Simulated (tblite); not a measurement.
Compound: C9H15N.
Cartesian coordinates in Å at the GFN2-xTB level; atoms count from 1:
```xyz
25
C9H15N angstrom
C     -3.8031   -0.2441   -0.0598
C     -2.5413    0.3689    0.5348
C     -1.3026    0.0246   -0.2894
C     -0.0350    0.6286    0.3106
C      1.2194    0.3250   -0.5153
C      1.6580   -1.1473   -0.4463
C      3.0272   -1.1023    0.1513
C      3.4333    0.1382    0.4108
C      2.4174    1.1035    0.0215
N      2.5730    2.3499    0.1356
H     -4.6731    0.0132    0.5396
H     -3.9641    0.1204   -1.0721
H     -3.7198   -1.3283   -0.0959
H     -2.6530    1.4546    0.5828
H     -2.4068    0.0059    1.5564
H     -1.2031   -1.0615   -0.3482
H     -1.4342    0.3988   -1.3079
H     -0.1603    1.7129    0.3788
H      0.1091    0.2537    1.3272
H      1.0355    0.6299   -1.5512
H      1.6808   -1.6170   -1.4324
H      0.9905   -1.7430    0.1804
H      3.5856   -2.0045    0.3363
H      4.3689    0.4426    0.8418
H      1.7868    2.9144   -0.1805
```

Computed with GFN2-xTB (tblite): harmonic, unscaled wavenumbers at the GFN2-xTB geometry, gas phase. Errors from tens to a few hundred cm⁻¹ against measured bands are possible. One conformer, not necessarily the lowest.

Harmonic wavenumbers (cm⁻¹): 43.6, 56.9, 72.5, 113.7, 137.1, 212.4, 232.1, 275.6, 294.1, 387.7, 426.1, 471.4, 595.9, 637.5, 737.1, 768.0, 773.1, 823.4, 847.3, 882.0, 894.6, 921.3, 928.5, 949.4, 987.0, 1024.4, 1067.1, 1075.0, 1088.9, 1096.8, 1108.2, 1116.1, 1136.3, 1175.6, 1197.4, 1219.9, 1245.8, 1266.6, 1278.1, 1283.5, 1293.5, 1302.0, 1330.6, 1345.4, 1374.8, 1416.9, 1456.4, 1494.1, 1498.2, 1500.8, 1504.8, 1507.2, 1647.6, 1722.9, 2925.5, 2951.3, 2953.8, 2960.4, 2970.4, 2975.0, 2975.9, 2978.9, 2985.6, 3030.2, 3033.4, 3040.1, 3110.2, 3150.5, 3327.8.

A = 2904, B = 609.8, C = 531.1 MHz; mass 137.120 u (most abundant isotopes); point group C1, symmetry number 1.

**Question.** What is the zero-point energy?

**Answer.** Half the sum of the wavenumbers: 48306 cm⁻¹ = 577.87 kJ/mol.

**Question.** What is S at 298.15 K and 1 bar for an ideal gas of classical rigid rotors and harmonic oscillators?

**Answer.** Translation 170.23, rotation 126.42, vibration 138.03: S = 434.7 J/(mol K).

**Question.** And Cp and H(298.15 K) − H(0)?

**Answer.** Cp = 175.82 J/(mol K), of which vibrations give 142.56 (their classical limit is 69 R = 573.7); H(298.15 K) − H(0) = 31.00 kJ/mol without the zero-point energy, 21.08 from vibrations.

**Question.** Which modes carry the vibrational entropy at 298.15 K?

**Answer.** 43.6 cm⁻¹: 21.29; 56.9 cm⁻¹: 19.09; 72.5 cm⁻¹: 17.09; 113.7 cm⁻¹: 13.41; 137.1 cm⁻¹: 11.90; 212.4 cm⁻¹: 8.46 J/(mol K); the other 63 give 46.79 together.

**Question.** What must be added to the electronic energy to get the Gibbs energy at 298.15 K and 1 bar?

**Answer.** ZPE + [H(298.15 K) − H(0)] − T·S = 577.87 + 31.00 − 129.60 = 479.27 kJ/mol.

Hindered rotation and anharmonicity are outside this model. Other conformers, if any are populated, would add a mixing term that is left out. The structure is chiral; the term R ln 2 for an equal mix with its mirror image is left out.
